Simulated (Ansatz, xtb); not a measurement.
Relaxing a trial structure of CH3AlBrFSi

The starting geometry of this gas-phase singlet was built from a drawn formula by distance geometry and a force field; its bonds are those of `F/C(Br)=[SiH]/[AlH2]`.

```tsv
atom	x (Å)	y (Å)	z (Å)
C	-2.4673	-0.5859	-1.3486
Al	0.1285	-3.0059	-1.2067
Br	-2.8672	-1.4209	-2.9909
F	-3.1408	0.4608	-0.8769
Si	-1.1538	-1.1395	-0.4319
H	-0.7951	-0.4915	0.8666
H	-0.2062	-3.7238	-2.5280
H	1.3957	-3.5012	-0.2445
```

Problem. Predict what becomes of its bonds when it is optimised with r2SCAN-D4/def2-SVP.

Solution. It keeps its bonds, and is `F/C(Br)=[SiH]/[AlH2]`.

The energy falls by 0.41 eV over 8 steps:

```
step  E − E(last) (eV)
   1             0.408
   2             0.073
   3             0.026
   4             0.018
   5             0.001
   6             0.000
   7             0.000
   8             0.000
```

Final geometry (Å):

| atom | x (Å) | y (Å) | z (Å) |
| --- | --- | --- | --- |
| C | -2.4258 | -0.5834 | -1.3202 |
| Al | 0.2118 | -3.0667 | -1.1723 |
| Br | -2.9918 | -1.3090 | -2.9738 |
| F | -3.1815 | 0.4428 | -0.9596 |
| Si | -1.0570 | -1.2022 | -0.3735 |
| H | -0.9060 | -0.3804 | 0.8628 |
| H | -0.1800 | -3.7460 | -2.5478 |
| H | 1.4240 | -3.5630 | -0.2764 |

From the same start GFN2-xTB ends elsewhere, differing in Al2–Br3 (2.49 against 4.07 Å here).

The end wasn't checked by frequencies. Run with Ansatz 0.2.0, 15 s on 2 threads of Intel(R) Xeon(R) 6975P-C (Granite Rapids), on a shared host.
